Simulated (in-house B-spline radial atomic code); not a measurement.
A fraction x of an electron is moved 5p → 5d in the cerium ion Ce³⁺, starting from [Xe] 4f1 and keeping the highest spin. All numbers are computed (scalar-relativistic (X2C) BP86, spin-polarised, spherical fractional occupations; Fermi nucleus of rms radius 4.8771 fm) with an all-electron radial atomic-structure program (B-spline basis), not measured.

```csv
x,E(x) - E(0) (eV),5p down level (eV),5d up level (eV)
0,0.0000,-45.826,-
0.125,2.7530,-45.946,-23.986
0.25,5.4901,-46.062,-24.228
0.375,?,?,?
0.5,10.9173,-46.278,-24.690
0.625,?,?,?
0.75,16.2842,-46.474,-25.127
0.875,18.9453,-46.566,-25.336
1,21.5915,-46.652,-25.541
```

(1) What belongs in the row x = 0.375?

(2) What belongs in the row x = 0.625?

(3) Check Janak's theorem between x = 0.125 and 0.25.

Results:

(1) An energy change of 8.2113 eV; 5p down at -46.172 eV, 5d up at -24.462 eV.

(2) An energy change of 13.6083 eV; 5p down at -46.379 eV, 5d up at -24.911 eV.

(3) The slope of the energy is 21.90 eV; the orbital levels give 21.90 eV (ε of the receiving orbital less ε of the emptying one, averaged over the two points).
